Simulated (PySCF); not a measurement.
Harmonic spectrum computed at PBE0 in the def2-TZVP basis family (core potentials from Rb on, PySCF, no spin–orbit coupling):

```json
{"symmetry": "a", "ω (cm⁻¹)": "141", "IR (km/mol)": "112"}
{"symmetry": "b", "ω (cm⁻¹)": "172", "IR (km/mol)": "11.4"}
{"symmetry": "a", "ω (cm⁻¹)": "178", "IR (km/mol)": "1.2"}
{"symmetry": "a", "ω (cm⁻¹)": "612", "IR (km/mol)": "0.4"}
{"symmetry": "b", "ω (cm⁻¹)": "747", "IR (km/mol)": "228"}
{"symmetry": "a", "ω (cm⁻¹)": "787", "IR (km/mol)": "22.2"}
{"symmetry": "b", "ω (cm⁻¹)": "791", "IR (km/mol)": "17.9"}
{"symmetry": "b", "ω (cm⁻¹)": "3910", "IR (km/mol)": "93.7"}
{"symmetry": "a", "ω (cm⁻¹)": "3911", "IR (km/mol)": "15.9"}
```

Question: Which molecule gave it? In each, all ligands are bound to the one heavy central atom.
A. Zn(OH)₂ (singlet)
B. Mg(OH)₂ (singlet)
C. Al(OH)₂ (doublet)
D. Si(OH)₂ (singlet)

Answer: A. It has C2 symmetry with O–H 0.959 Å (×2), Zn–O 1.766 Å (×2).
